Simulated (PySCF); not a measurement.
PySCF job for CH₂ClFO₂Si, SMILES O=CO[Si@@H](F)Cl, B3LYP-D3(BJ)/def2-SVP. The structure is a stationary point at B3LYP-D3(BJ)/def2-SVP. The structure was generated by enumeration; whether it is a known compound was not checked. One conformer was computed; it need not be the lowest.

```python
import numpy as np
from pyscf import gto, scf, dft, df
from pyscf.hessian import thermo

mol = gto.M(
    atom='''
    O     1.96245230    0.39630939    0.91742906
    C     2.02360311   -0.25297581   -0.08351488
    O     0.95443304   -0.76022989   -0.74127627
    Si   -0.65774551   -0.54515688   -0.30879743
    F    -0.90870877   -1.16943727    1.15271061
    Cl   -1.15381147    1.43565797   -0.29658130
    H     2.95951144   -0.53015813   -0.61126325
    H    -1.43460193   -1.28967644   -1.30621926
    ''',
    basis='def2-SVP',
    charge=0,
    spin=0,
    max_memory=1600,
    verbose=3,
)
mf = dft.RKS(mol, xc='b3lyp').density_fit(auxbasis='def2-universal-jkfit')
mf.disp = 'd3bj'
mf.grids.level = 3
mf.conv_tol = 1e-11
mf.max_cycle = 100
mf.kernel()

# [left out here: the lines that compute and print the analytic Hessian (its translational invariance restored by hand, since the grid's response is missing), thermochemistry and intensities]
```

Program output:

```
converged SCF energy = -1039.03260955935

WARN: DFTD3 does not support analytical Hessian, using finite difference


WARN: Mole.unit (angstrom) is changed to Bohr

Mode                                 0                   1                   2
Irrep
Freq [cm^-1]                       64.0532            109.5049            141.5784
Reduced mass [au]                  16.8607             12.3723              3.2842
Force const [Dyne/A]                0.0408              0.0874              0.0388
Char temp [K]                      92.1583            157.5532            203.6998
Normal mode                   x     y     z       x     y     z       x     y     z
       0   O                 0.02 -0.14  0.08   -0.18 -0.00  0.02   -0.04  0.06 -0.05
       1   C                 0.01 -0.02  0.00   -0.07  0.04 -0.01    0.00 -0.14  0.08
       2   O                 0.00  0.07 -0.05   -0.01 -0.02 -0.07    0.02 -0.04 -0.01
       3  Si                 0.01  0.02  0.01    0.00 -0.01  0.01    0.02  0.03 -0.03
       4   F                 0.09  0.05  0.03    0.08  0.00  0.03    0.08  0.01 -0.02
       5  Cl                -0.06  0.00 -0.04    0.07  0.00  0.00   -0.05  0.02  0.02
       6   H                 0.00  0.03 -0.03   -0.03  0.13  0.03    0.04 -0.41  0.29
       7   H                -0.00 -0.04  0.05   -0.06 -0.01  0.06    0.00  0.04 -0.02
Mode                                 3                   4                   5
Irrep
Freq [cm^-1]                      235.8416            305.6913            338.6771
Reduced mass [au]                  13.1428              7.9542              8.8210
Force const [Dyne/A]                0.4307              0.4379              0.5961
Char temp [K]                     339.3236            439.8218            487.2809
Normal mode                   x     y     z       x     y     z       x     y     z
       0   O                -0.04 -0.02 -0.01    0.04  0.04  0.01   -0.04 -0.00 -0.04
       1   C                 0.02  0.01 -0.03   -0.02 -0.02  0.05    0.03 -0.04 -0.01
       2   O                 0.06 -0.06 -0.03   -0.04  0.13 -0.04    0.04  0.09 -0.11
       3  Si                 0.05 -0.01 -0.04   -0.05 -0.05 -0.04    0.06  0.01  0.08
       4   F                -0.07  0.14  0.00   -0.00  0.07  0.01   -0.10 -0.04  0.03
       5  Cl                -0.02 -0.04  0.06    0.05 -0.06  0.02   -0.00 -0.00 -0.02
       6   H                 0.04  0.12 -0.04   -0.02 -0.21  0.13    0.06 -0.18  0.13
       7   H                 0.09 -0.04 -0.05   -0.04 -0.12  0.00    0.08 -0.01  0.07
Mode                                 6                   7                   8
Irrep
Freq [cm^-1]                      564.2398            725.6061            773.6155
Reduced mass [au]                  11.9803              3.8136              9.5058
Force const [Dyne/A]                2.2472              1.1830              3.3519
Char temp [K]                     811.8154           1043.9857           1113.0605
Normal mode                   x     y     z       x     y     z       x     y     z
       0   O                -0.01 -0.01 -0.01   -0.06 -0.04 -0.06    0.07  0.03  0.04
       1   C                -0.03 -0.01 -0.01   -0.01 -0.03 -0.05   -0.15  0.01  0.04
       2   O                -0.04  0.01  0.04   -0.06  0.09  0.13   -0.10 -0.03 -0.05
       3  Si                 0.01  0.12  0.03    0.06 -0.03 -0.00    0.10 -0.02  0.01
       4   F                 0.01  0.01 -0.04    0.01  0.01 -0.02   -0.01  0.01 -0.03
       5  Cl                 0.02 -0.10 -0.01    0.00  0.02  0.00   -0.01  0.01 -0.00
       6   H                -0.04  0.00 -0.04   -0.05 -0.07 -0.09   -0.20 -0.04 -0.03
       7   H                -0.01  0.21 -0.02    0.38 -0.20 -0.12    0.00  0.01  0.06
Mode                                 9                  10                  11
Irrep
Freq [cm^-1]                      839.6588            848.7602            947.7382
Reduced mass [au]                   1.1877              1.3763              8.1699
Force const [Dyne/A]                0.4934              0.5841              4.3236
Char temp [K]                    1208.0820           1221.1770           1363.5842
Normal mode                   x     y     z       x     y     z       x     y     z
       0   O                 0.00  0.00 -0.00    0.03  0.01  0.02    0.00  0.01  0.00
       1   C                -0.01 -0.00  0.00   -0.05  0.00  0.01    0.01 -0.00  0.00
       2   O                -0.01  0.01 -0.01    0.02 -0.04 -0.05    0.02 -0.00 -0.02
       3  Si                 0.01 -0.02 -0.02   -0.05  0.04  0.00   -0.04 -0.06  0.11
       4   F                 0.00 -0.01  0.08    0.01 -0.02  0.03    0.03  0.06 -0.13
       5  Cl                -0.00 -0.00 -0.01    0.01 -0.00  0.00   -0.00  0.01 -0.00
       6   H                -0.02 -0.00 -0.01   -0.03  0.03  0.03    0.03  0.02  0.02
       7   H                 0.13  0.66 -0.62    0.70 -0.39 -0.26    0.13  0.17 -0.19
Mode                                12                  13                  14
Irrep
Freq [cm^-1]                     1040.0640           1195.2297           1395.1524
Reduced mass [au]                   1.6754              8.5769              1.1251
Force const [Dyne/A]                1.0678              7.2191              1.2903
Char temp [K]                    1496.4206           1719.6694           2007.3137
Normal mode                   x     y     z       x     y     z       x     y     z
       0   O                -0.00  0.04 -0.03   -0.02  0.02  0.03    0.03 -0.02 -0.04
       1   C                 0.01 -0.15  0.10    0.19  0.03  0.03   -0.05 -0.01 -0.01
       2   O                -0.00  0.03 -0.02   -0.16 -0.04 -0.05   -0.03  0.01  0.01
       3  Si                 0.00  0.00 -0.00    0.01  0.00  0.00    0.01 -0.00 -0.00
       4   F                -0.00 -0.00  0.00    0.00 -0.00 -0.00   -0.00 -0.00  0.00
       5  Cl                -0.00  0.00  0.00    0.00 -0.00 -0.00   -0.00  0.00  0.00
       6   H                -0.05  0.63 -0.41    0.17  0.03  0.02    0.46  0.47  0.67
       7   H                -0.00 -0.02  0.02    0.11 -0.04 -0.05   -0.01  0.01  0.01
Mode                                15                  16                  17
Irrep
Freq [cm^-1]                     1855.7961           2353.1216           3048.3395
Reduced mass [au]                   9.8780              1.0428              1.0941
Force const [Dyne/A]               20.0439              3.4021              5.9899
Char temp [K]                    2670.0774           3385.6181           4385.8819
Normal mode                   x     y     z       x     y     z       x     y     z
       0   O                -0.01  0.09  0.13   -0.00 -0.00 -0.00    0.00 -0.00 -0.00
       1   C                -0.00 -0.12 -0.18    0.00  0.00  0.00   -0.07  0.02  0.04
       2   O                -0.00  0.01  0.01   -0.00 -0.00 -0.00   -0.00 -0.00 -0.00
       3  Si                 0.00 -0.00 -0.00   -0.02 -0.02 -0.02    0.00  0.00  0.00
       4   F                -0.00 -0.00  0.00   -0.00 -0.00  0.00   -0.00 -0.00  0.00
       5  Cl                -0.00  0.00  0.00   -0.00  0.00  0.00   -0.00  0.00 -0.00
       6   H                 0.17  0.00 -0.01   -0.00 -0.00 -0.00    0.81 -0.23 -0.45
       7   H                -0.01  0.01  0.01    0.52  0.49  0.67   -0.00 -0.00 -0.00
temperature 298.1500 [K]
pressure 101325.00 [Pa]
Rotational constants [GHz] 3.08107 1.83992 1.49450
Symmetry number 1
Zero-point energy (ZPE) 0.03823 [Eh]   100382.649 [J/mol]
                           tot       elec      trans        rot        vib
Entropy [J/mol/K]       355.442      0.000    169.313    117.279     68.850
Cv [J/mol/K]             90.760      0.000     12.472     12.472     65.817
Cp [J/mol/K]             99.075      0.000     20.786     12.472     65.817
Internal energy [J/mol]                      3718.434   3718.434 111093.887
Internal energy [Eh]   -1038.98746  -1039.03261
Enthalpy [J/mol]                             6197.391   3718.434 111093.887
Enthalpy [Eh]          -1038.98652
Gibbs free energy [J/mol]                  -44283.319 -31248.315  90566.273
Gibbs free energy [Eh] -1039.02688
mode   freq/cm-1   IR/(km/mol)
   1       64.05         0.633
   2      109.50         0.391
   3      141.58         4.712
   4      235.84        10.852
   5      305.69        26.200
   6      338.68        37.229
   7      564.24        65.902
   8      725.61        26.144
   9      773.62        49.080
  10      839.66        57.605
  11      848.76       252.708
  12      947.74       209.374
  13     1040.06         0.085
  14     1195.23       529.549
  15     1395.15         1.352
  16     1855.80       278.922
  17     2353.12        78.015
  18     3048.34        57.579
max |gradient| / (hartree/bohr): 4.0572815870555364e-05
APT charges: [-0.6409  1.1685 -1.1622  2.0141 -0.6274 -0.4859 -0.0114 -0.2548]
```

The calculation finished and met its thresholds.
